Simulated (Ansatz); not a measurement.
C2H7AlSe (`[CH3][Al]([CH3])[SeH]`). Charge 0, multiplicity 1. Correlated methods include outer-core shells of Se, which these sets cover unevenly. Scalar relativity is left out up to krypton.

| atom | x (Å) | y (Å) | z (Å) |
| --- | --- | --- | --- |
| C1 | -1.374 | -0.064 | -1.001 |
| Al2 | 0.187 | 0.289 | 0.112 |
| C3 | 1.217 | -1.099 | 1.011 |
| Se4 | 0.927 | 2.478 | 0.415 |
| H5 | -1.944 | 0.837 | -1.237 |
| H6 | -1.068 | -0.520 | -1.949 |
| H7 | -2.049 | -0.775 | -0.514 |
| H8 | 2.098 | -0.707 | 1.525 |
| H9 | 0.601 | -1.616 | 1.754 |
| H10 | 1.553 | -1.859 | 0.299 |
| H11 | -0.148 | 3.035 | -0.416 |

Question: Give the diagnostics of a CCSD(T)/def2-TZVPP run (frozen core, the Gaussian-basis code of Ansatz). (An estimate is asked.)

Answer: Ansatz gave: T1 = 0.0092, largest single amplitude 0.017, largest double 0.028, (T) share of the correlation energy 3.6 %, 9 CCSD cycles. The RHF solution is stable towards an unrestricted one. T1 lies under the customary mark of 0.02 for closed shells.
